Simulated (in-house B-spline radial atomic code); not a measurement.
Relativistic effects in Ru XII (Ru11+), [Ar] 3d10 4s2 4p3: non-relativistic Hartree-Fock (point nucleus) against Dirac-Hartree-Fock (Fermi nucleus of rms radius 4.4809 fm), both averages of the configuration, computed with a radial B-spline atomic code at the basis-set limit.

| orbital | ε NR (Eh) | ε Dirac (Eh) | <r> NR (bohr) | <r> Dirac (bohr) | change of <r> (%) |
| --- | --- | --- | --- | --- | --- |
| 1s1/2 | -803.83 | -826.01 | 0.03462 | 0.03343 | -3.5 |
| 2s1/2 | -123.41 | -128.72 | 0.1505 | 0.145 | -3.7 |
| 2p1/2 | -114.49 | -119.2 | 0.1291 | 0.1237 | -4.3 |
| 2p3/2 | -114.49 | -114.35 | 0.1291 | 0.1284 | -0.6 |
| 3s1/2 | -29.391 | -30.458 | 0.4098 | 0.398 | -2.9 |
| 3p1/2 | -25.816 | -26.697 | 0.4041 | 0.3922 | -3.0 |
| 3p3/2 | -25.816 | -25.838 | 0.4041 | 0.4021 | -0.5 |
| 3d3/2 | -19.336 | -19.276 | 0.3787 | 0.3771 | -0.4 |
| 3d5/2 | -19.336 | ? | 0.3787 | ? | ? |
| 4s1/2 | -10.111 | -10.342 | 0.9539 | 0.9335 | -2.1 |
| 4p1/2 | -8.9635 | ? | 0.9929 | ? | ? |
| 4p3/2 | -8.9635 | -8.9699 | 0.9929 | 0.99 | -0.3 |

What happens to 3d5/2?

Its energy goes to -19.11 hartree and <r> to 0.3804 bohr (+0.45 %).

What happens to 4p1/2?

Its energy goes to -9.1408 hartree and <r> to 0.9725 bohr (-2.05 %).

What explains the pattern of contraction and expansion?

Expansion is seen in 3d5/2. The s and p1/2 orbitals contract directly, screen the nucleus better, and so push out orbitals that have little density near the nucleus; spin-orbit coupling adds to this for j = l + 1/2 and opposes it for j = l - 1/2.

By how much does the total energy change?

By -87.82 hartree, from -4403.613 to -4491.433.
